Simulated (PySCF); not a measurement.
CHS, SMILES [CH][S] (connectivity only; charge and spin as stated), neutral, multiplicity 2. Coordinates come from a B3LYP-D3(BJ)/def2-TZVPD optimisation.

Method: B3LYP-D3(BJ)/def2-TZVPD in PySCF.

Harmonic wavenumbers (cm⁻¹): 821, 1208, 3114. Rotational constants (GHz): 931.7, 20.46, 20.02; symmetry number 1.

Q: Work out the zero-point energy and the ideal-gas rigid-rotor harmonic-oscillator thermochemistry at 298.15 K and 1 atm.

A: ZPE = ½ Σ hcν = ½ × 5143 cm⁻¹ = 7.35 kcal/mol. H − E(el) = 9.78 kcal/mol. Entropy in cal/(mol K): translation 37.34, rotation 17.38, vibration 0.23, spin 1.38, total 56.34. G − E(el) = -7.02 kcal/mol. Cp = 8.76 cal/(mol K).
